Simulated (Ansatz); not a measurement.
Consider the formal exchange of groups at the Si–O bond: `[SiH3]O[Si]O[SiH3]` + `OCO` → `O[Si]O[SiH3]` + `OCO[SiH3]`.

Computed with Ansatz on PBE0-D4/def2-TZVP structures; ΔE is electronic, products minus reactants. CBS: MP2 limit from def2 TZ/QZ plus the TZ coupled-cluster correction, frozen cores. This one scheme is used for every species. DFT in def2-TZVPP. Each species was taken in one conformer, which may not be the lowest.

```json
{"level": "PBE0-D4", "ΔE (kcal/mol)": "4.6", "difference from CCSD(T)/CBS": "-0.3"}
{"level": "ωB97X-V", "ΔE (kcal/mol)": "4.3", "difference from CCSD(T)/CBS": "-0.6"}
{"level": "ωB97M-V", "ΔE (kcal/mol)": "4.2", "difference from CCSD(T)/CBS": "-0.7"}
{"level": "PBE", "ΔE (kcal/mol)": "3.9", "difference from CCSD(T)/CBS": "-1.0"}
{"level": "SCS-MP2/def2-TZVPP", "ΔE (kcal/mol)": "4.9", "difference from CCSD(T)/CBS": "0.0"}
{"level": "CCSD/def2-TZVPP", "ΔE (kcal/mol)": "4.9", "difference from CCSD(T)/CBS": "0.0"}
{"level": "CCSD(T)/def2-TZVPP", "ΔE (kcal/mol)": "4.8", "difference from CCSD(T)/CBS": "-0.1"}
{"level": "SCS-MP2/def2-QZVPP", "ΔE (kcal/mol)": "5.1", "difference from CCSD(T)/CBS": "0.2"}
{"level": "HF/CBS(def2)", "ΔE (kcal/mol)": "6.1", "difference from CCSD(T)/CBS": "1.2"}
{"level": "MP2/CBS(def2)", "ΔE (kcal/mol)": "4.8", "difference from CCSD(T)/CBS": "-0.1"}
{"level": "CCSD(T)/CBS", "ΔE (kcal/mol)": "4.9", "difference from CCSD(T)/CBS": "0"}
```

Largest T1 diagnostic among the species: 0.014.

In def2-TZVPP, CCSD(T) changes the Hartree–Fock value by −1.1 kcal/mol (the triples alone add −0.2 kcal/mol) and MP2 by −1.2 kcal/mol.
